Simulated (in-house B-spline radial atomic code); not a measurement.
A calculation on Cs3+ (an excited or competing configuration): its settings, and results tabulated from the run. Computed with a radial B-spline atomic code at the basis-set limit: Dirac-Hartree-Fock, average of configuration, Fermi nucleus of rms radius 4.8041 fm.

Command:
```bash
python run_scf.py task.json out
```
Settings (nuclear radius in fm, mass in u):
```
Z                55
configuration    [Kr] 4d10 5s1 5p4 7f1
hamiltonian      dirac
method           hf
spin_polarised   False
nucleus          fermi
rms_radius       4.8041
atomic_mass      132.90545
speed_of_light   137.035999084
```

Output (hartree, bohr):
```
 radial grid: 81 intervals, B-splines of order 8, outer radius 60 bohr

 iter        energy (Eh)    residual
    1       -7773.674327    6.07e-01
    2       -7780.594675    3.06e-01
    3       -7782.417333    8.45e-02
    4       -7782.555611    2.34e-02
    5       -7782.566476    9.61e-03
    6       -7782.568521    8.03e-04
    7       -7782.568535    1.58e-04
    8       -7782.568535    1.97e-05
    9       -7782.568535    6.18e-07
   10       -7782.568535    2.38e-08

 total energy                     -7782.56853
 kinetic                            8287.5116
 electron-nucleus                 -18849.5413
 electron-electron                  2779.4612

 first-order corrections (not in the total)
   Gaunt                             6.8634
   retardation                      -0.7108
   frequency dependence             -0.0713
   self-energy                       4.6871
   Uehling                          -0.6600
   Wichmann-Kroll                    0.0161
   recoil                            0.0215

 orbital      occ     eigenvalue          <r>       <r^2>       <1/r>     <1/r^2>       <r^4>       r_max    small
 1s1/2      2.000     -1331.5069    0.0261034 0.000924764     59.3974      7749.8 2.24771e-06     0.01678  4.12e-02
 2s1/2      2.000      -213.9349     0.111552   0.0147418     13.9397     923.995  0.00037626     0.09491  8.89e-03
 2p1/2      2.000      -200.8037    0.0941277   0.0109106     13.8827     294.839 0.000240859     0.07278  8.88e-03
 2p3/2      4.000      -187.8103     0.099974    0.012179     12.7237     220.528 0.000292972     0.07772  8.40e-03
 3s1/2      2.000       -47.3273     0.297306    0.101137     5.01393     189.695   0.0155464      0.2719  2.69e-03
 3p1/2      2.000       -41.8088     0.287775   0.0962203     4.91524     60.6265   0.0147445       0.259  2.62e-03
 3p3/2      4.000       -39.2546     0.299229    0.103838     4.63176     45.9406   0.0171008      0.2697  2.49e-03
 3d3/2      4.000       -29.6732     0.270476    0.086397     4.47757     25.1619   0.0135153      0.2186  2.36e-03
 3d5/2      6.000       -29.1388     0.274109   0.0885917     4.40464     24.1801   0.0141536      0.2216  2.32e-03
 4s1/2      2.000       -10.8438     0.695112     0.54459     2.01712     41.0044    0.432169      0.6426  7.69e-04
 4p1/2      2.000        -8.7820     0.721038    0.590535     1.91175     12.7525    0.523095       0.657  7.09e-04
 4p3/2      4.000        -8.2556     0.746237    0.632331      1.8262     9.80519    0.599632      0.6799  6.73e-04
 4d3/2      4.000        -4.8168     0.824254      0.7869     1.59725     4.65116     1.01043      0.7156  5.36e-04
 4d5/2      6.000        -4.7276     0.834164    0.805694     1.57435     4.46749      1.0588      0.7239  5.25e-04
 5s1/2      1.000        -2.6421       1.6547     3.05531    0.791011     7.18196      13.334       1.512  1.67e-04
 5p1/2      1.333        -2.0044       1.8331     3.76193    0.706961     2.07244     20.5368       1.654  1.37e-04
 5p3/2      2.667        -1.9241      1.89328     4.00939    0.680015     1.61388     23.2543       1.711  1.29e-04
 7f5/2      0.429        -0.2067      12.9539     190.944     0.12124   0.0585856     49157.3       14.29  1.27e-05
 7f7/2      0.571        -0.2066      12.9646     191.267    0.121165   0.0583553     49322.8        14.3  1.27e-05
```

Cost of the run: 2 s on 1 thread of Arm Neoverse V1, with other jobs on the host.

For the Dirac Hamiltonian the kinetic term is c α·p + (β - 1)c².
